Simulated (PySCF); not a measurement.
# Molecular orbitals of BeGe⁺

PBE0 at R = 2.370 Å; Be pcseg-1, Ge pcseg-1; no relativity (PySCF 2.14). State: ²Π (doublet), unpaired electrons π ↑. Only the outer orbitals are listed, counted within each symmetry.

| spin | orbital | occ. | ε (eV) | on Be (%) | main shells (%) |
| --- | --- | --- | --- | --- | --- |
| α | 1δ | 1 | -40.96 | 0 | 100 Ge d |
| α | 3π | 1 | -40.89 | 0 | 100 Ge d |
| α | 1δ | 1 | -40.89 | 0 | 100 Ge d |
| α | 7σ | 1 | -40.69 | 0 | 100 Ge d |
| α | 3π | 1 | -40.68 | 0 | 100 Ge d |
| α | 8σ | 1 | -19.67 | 5 | 92 Ge s |
| α | 9σ | 1 | -13.30 | 48 | 47 Be s, 40 Ge p, 10 Ge s |
| α | 4π | 1 | -11.35 | 13 | 86 Ge p, 13 Be p |
| α | 4π | 0 | -9.33 | 19 | 80 Ge p, 19 Be p |
| α | 10σ | 0 | -8.84 | 73 | 40 Be s, 34 Be p, 28 Ge p |
| α | 5π | 0 | -6.60 | 83 | 83 Be p, 15 Ge p |
| β | 1δ | 1 | -40.92 | 0 | 100 Ge d |
| β | 3π | 1 | -40.87 | 0 | 100 Ge d |
| β | 1δ | 1 | -40.77 | 0 | 100 Ge d |
| β | 7σ | 1 | -40.56 | 0 | 100 Ge d |
| β | 3π | 1 | -40.56 | 0 | 100 Ge d |
| β | 8σ | 1 | -18.73 | 7 | 90 Ge s |
| β | 9σ | 1 | -12.99 | 53 | 53 Be s, 35 Ge p, 11 Ge s |
| β | 4π | 0 | -9.04 | 24 | 75 Ge p, 24 Be p |
| β | 10σ | 0 | -8.83 | 69 | 39 Be p, 31 Ge p, 30 Be s |
| β | 4π | 0 | -8.34 | 34 | 64 Ge p, 34 Be p |

Task: Which are the highest filled and the lowest empty level, where do they sit, and how wide is the gap?

Result: Highest filled α 4π at -11.35 eV (in %: 86 Ge p, 13 Be p); lowest empty α 4π at -9.33 eV (in %: 80 Ge p, 19 Be p); the gap at PBE0 is 2.02 eV. Both belong to one degenerate shell, split only by its one-sided filling, so this is no excitation gap.

```
bond order (Mayer)                                                                                                 : 1.18
⟨S²⟩                                                                                                               : 0.758
charge on Be (Mulliken, basis-dependent)                                                                           : 0.72
charge on Be (Löwdin, basis-dependent)                                                                             : 0.54
dipole moment (positive dipole points towards Ge; it is taken about the centre of mass and depends on that origin) : -5.94 D
polarisability along the bond                                                                                      : 93.9 bohr³
polarisability across the bond                                                                                     : 39.8 bohr³
```

Spin–orbit coupling is left out. The state is the lowest determinant that a PBE0 search found; another state may lie lower at other levels.
